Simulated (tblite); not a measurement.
C5H13NSi.
SMILES: `N(C)(C)/C(=C\C)[SiH3]`

All values are computed: GFN2-xTB (tblite) harmonic vibrations without scaling, gas phase. This tight-binding method is rough: wavenumbers can miss measured ones by several per cent, in bad cases by 10 to 20. Modes of hydrogen on silicon can be 10 to 20 % off.

Harmonic wavenumbers (cm⁻¹): 57.5, 118.4, 161.0, 166.8, 185.0, 213.7, 224.0, 236.7, 266.9, 364.9, 393.9, 441.9, 479.6, 553.7, 607.6, 675.6, 793.6, 794.0, 804.5, 809.8, 933.8, 1016.0, 1028.6, 1045.7, 1061.9, 1082.0, 1127.9, 1143.2, 1223.1, 1262.3, 1324.6, 1392.9, 1411.0, 1423.0, 1476.2, 1482.0, 1487.5, 1488.3, 1496.2, 1499.4, 1656.4, 2210.4, 2232.3, 2273.6, 2842.9, 2850.8, 2972.2, 2982.8, 2992.9, 3009.7, 3026.2, 3041.7, 3045.3, 3063.7.

A = 2306, B = 1838, C = 1214 MHz; mass 115.082 u (most abundant isotopes); point group C1, symmetry number 1.

Zero-point energy?

Half the sum of the wavenumbers: 35978 cm⁻¹ = 430.39 kJ/mol.

Entropy at 200 K, 1 bar (ideal gas, RRHO, classical rotation)?

Translation 159.74, rotation 114.37, vibration 76.38: S = 350.5 J/(mol K).

And Cp and H(200 K) − H(0)?

Cp = 126.21 J/(mol K), of which vibrations give 92.95 (their classical limit is 54 R = 449.0); H(200 K) − H(0) = 15.65 kJ/mol without the zero-point energy, 9.00 from vibrations.

Which modes carry the vibrational entropy at 200 K?

57.5 cm⁻¹: 15.71; 118.4 cm⁻¹: 9.90; 161.0 cm⁻¹: 7.54; 166.8 cm⁻¹: 7.28; 185.0 cm⁻¹: 6.53; 213.7 cm⁻¹: 5.51 J/(mol K); the other 48 give 23.91 together.

How do the functions run with temperature in this model?

```csv
T (K),S (J/(mol K)),Cp (J/(mol K)),H − H(0) (kJ/mol),G − H(0) (kJ/mol),ln q(vib)
100,279.9,80.5,5.21,-22.78,1.20
300,409.5,167.7,30.35,-92.50,6.50
500,513.6,243.3,71.73,-185.05,11.88
800,646.4,322.1,157.47,-359.68,19.56
1000,722.3,357.6,225.63,-496.71,24.33
```

q(vib) and H(0) count from the zero-point level.

Hindered rotation and anharmonicity are outside this model. The structure is chiral; the term R ln 2 for an equal mix with its mirror image is left out.

On an Intel Xeon at 2.50 GHz with one thread (shared host), this took 5.7 s wall, 2.5 s CPU. This covers the Hessian and the dipole derivatives.

Conformer computed: `[CH3:1]/[CH:2]=[C:3](/[SiH3:4])[N:5]([CH3:6])[CH3:7]`: C2–C3–N5–C6 80°.
